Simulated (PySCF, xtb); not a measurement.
C3H3N2, SMILES [c]1cn[nH]c1, multiplicity 2.

Harmonic wavenumbers (cm⁻¹) from GFN2-xTB run with xtb at its own minimum, in rising order: 537, 567, 640, 772, 838, 840, 849, 1027, 1097, 1152, 1196, 1347, 1361, 1399, 1470, 3189, 3197, 3433.

What does B3LYP-D3(BJ)/def2-SVP in PySCF give at its own minimum? (An estimate is asked for; the answer gives what the named calculation found.)

562, 573, 696, 784, 860, 900, 925, 1041, 1133, 1194, 1258, 1365, 1400, 1456, 1534, 3255, 3268, 3638. Paired by order, the mean absolute difference is 52 cm⁻¹ and the zero-point energies are 35.6 and 36.9 kcal/mol.
